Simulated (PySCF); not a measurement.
C7H14, SMILES C(=C/C(C)C)/CC (GFN2-xTB optimised geometry):

```
21

C     -0.836    -2.697    -0.098
C     -1.356    -1.259    -0.119
C     -0.765    -0.498    -1.264
C      0.031     0.559    -1.215
C      0.534     1.282     0.000
C      2.064     1.282     0.000
C      0.001     2.717     0.000
H     -1.067    -3.200    -1.035
H      0.244    -2.704     0.037
H     -1.291    -3.256     0.716
H     -1.131    -0.778     0.832
H     -2.444    -1.277    -0.235
H     -1.027    -0.901    -2.236
H      0.379     0.988    -2.147
H      0.188     0.784     0.909
H      2.444     1.787    -0.886
H      2.444     1.798     0.879
H      2.443     0.263     0.004
H      0.358     3.256     0.875
H     -1.087     2.717     0.012
H      0.335     3.246    -0.891
```

Calculation: B3LYP/def2-SVP in PySCF.

**Question.** What are the frontier orbital energies and the dipole moment?

**Answer.** HOMO-2 -9.06 eV, HOMO-1 -8.49 eV, HOMO -6.65 eV, LUMO 0.67 eV, LUMO+1 1.51 eV; dipole moment 0.28 D.

Meta-Löwdin charges at B3LYP/def2-SVP: C1 -0.27, C2 -0.16, C3 -0.11, C4 -0.11, C5 -0.04, C6 -0.28, C7 -0.28, H8 0.09, H9 0.09, H10 0.09, H11 0.09, H12 0.09, H13 0.09, H14 0.09, H15 0.08, H16 0.09, H17 0.09, H18 0.09, H19 0.09, H20 0.09, H21 0.09.
